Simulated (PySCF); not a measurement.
From one molecule to another.

First species: C8H5FO2.
Geometry (GFN2-xTB, Å), atoms numbered from 1 in this order:
```
atom  x, y, z in Å
O1     1.337   -2.597   -0.447
C2     1.625   -1.430   -0.357
O3     2.879   -0.985   -0.463
C4     0.626   -0.365   -0.118
C5     0.891    1.030   -0.004
F6     2.155    1.467   -0.117
C7    -0.083    1.985    0.218
C8    -1.447    1.656    0.356
C9    -1.685    0.325    0.245
C10   -0.707   -0.621    0.022
C11   -2.107   -1.100    0.148
H12    3.487   -1.724   -0.618
H13    0.232    3.015    0.287
H14   -2.190    2.418    0.530
H15   -2.398   -1.626    1.049
H16   -2.623   -1.437   -0.743
```

Second species: C4F6O2.
Atom-mapped SMILES: `[O:1]=[C:2]([F:3])[C:4]([F:5])([F:6])[C:7]([F:8])([F:9])[C:10](=[O:11])[F:12]`

Cartesian coordinates in Å at the GFN2-xTB level; atoms count from 1:
```xyz
12
C4F6O2 angstrom
O      1.723    1.634    0.012
C      1.661    0.467    0.094
F      2.517   -0.267    0.799
C      0.594   -0.444   -0.569
F      1.080   -1.670   -0.805
F      0.243    0.085   -1.761
C     -0.683   -0.538    0.337
F     -0.294   -0.653    1.625
F     -1.381   -1.641    0.032
C     -1.553    0.738    0.182
O     -1.426    1.739    0.777
F     -2.482    0.549   -0.750
```

Levels: PBE0/pcSseg-1 for dipole moment, HOMO energy, LUMO energy and HOMO–LUMO gap; GFN2-xTB for rotational constant A and rotational constant C. Geometries: GFN2-xTB. All species are isolated and taken at one optimised geometry, non-relativistic unless stated; the electronic structure was computed with PySCF and density fitting.

The conformers computed, where there is a choice (atom-mapped SMILES and torsion angles):
- `[O:1]=[C:2]([OH:3])[c:4]1[c:5]([F:6])[cH:7][cH:8][c:9]2[c:10]1[CH2:11]2`: O1–C2–C4–C5 180°, H–O3–C2–O1 0°
- `[O:1]=[C:2]([F:3])[C:4]([F:5])([F:6])[C:7]([F:8])([F:9])[C:10](=[O:11])[F:12]`: O1–C2–C4–F5 152°, C2–C4–C7–F8 -41°, C4–C7–C10–O11 -86°

```csv
property,column X,column Y
dipole moment,1.86 D,1.46 D
HOMO energy,-7.17 eV,-10.09 eV
LUMO energy,-1.74 eV,-2.28 eV
HOMO–LUMO gap,5.43 eV,7.81 eV
rotational constant A,1.715 GHz,1.325 GHz
rotational constant C,0.675 GHz,0.744 GHz
```

Question: Which column belongs to which species?

Answer: Column X is the first species and column Y the second. The first has 16 atoms and 78 electrons, the second 12 and 94.

Question: How does each property change from the first species to the second?

Answer: dipole moment -0.40 D; HOMO energy -2.92 eV; LUMO energy -0.54 eV; HOMO–LUMO gap +2.38 eV; rotational constant A -0.390 GHz; rotational constant C +0.069 GHz.

On the first: The dipole equals about 6.2 × 10⁻³⁰ C·m (1 D = 3.33564 × 10⁻³⁰ C·m).

On the second: In atomic units the dipole is 0.58 e·bohr (1 au = 2.5417 D). A dipole of 1.46 D is allowed in C2, and pure rotational transitions are dipole-allowed.
